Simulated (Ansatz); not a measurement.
# Match the barriers

Saddle point of BH3ClO2F, singlet (BH₂ClO₂ ([OH][B]([OH])[Cl]) + HF → BH₂O₂F ([OH][B]([OH])[F]) + HCl; bonds formed: B1–F6, Cl2–H5; bonds broken: B1–Cl2, H5–F6), PBE0-D4/def2-TZVP structure:

B1  (-0.332, 0.040, -0.226)
Cl2  (1.573, -0.988, -0.085)
O3  (-0.338, 0.936, -1.229)
O4  (-1.364, -0.799, -0.027)
H5  (1.068, 0.071, 1.013)
F6  (0.191, 0.704, 1.179)
H7  (0.456, 1.464, -1.314)
H8  (-1.253, -1.427, 0.688)
(Å)

Ansatz 0.2.0; basis: def2-TZVPP, with def2-QZVPP for the basis limit; cores frozen in the correlated methods. B3LYP uses VWN-RPA correlation. Extrapolation: Hartree–Fock as exp(−7.88 √X), correlation as X^−2.97. Four methods, as single points on the PBE0-D4 structures, gave these electronic barriers from the start structure: 10.92, 23.69, 25.14, 35.43 kcal/mol.

Problem. The methods were, in alphabetical order, B3LYP-D4, CCSD(T), HF, SPW92. Which gave which? (Judge from chemistry; the calculation decides.)

Solution. By the calculation: SPW92 10.92; B3LYP-D4 23.69; CCSD(T) 25.14; HF 35.43 kcal/mol. For comparison, CCSD(T) at an estimated basis limit (MP2 extrapolated from triple and quadruple zeta, plus CCSD(T) − MP2 in triple zeta) gives 25.61 kcal/mol.

The T1 diagnostic stays at or below 0.012.

Labels in which every atom is bracketed show which atoms are joined, not bond orders.

For scale, one of the runs: CCSD(T)/def2-TZVPP, 208 basis functions, launched by `ansatz run in.yaml --threads 4 --pin off --events-out ev --progress --plain --max-ram 9574MiB`. Time: 67 s of wall clock on 4 CPU threads of an Arm Neoverse V2; the host was shared. Peak host memory: 3 GiB.
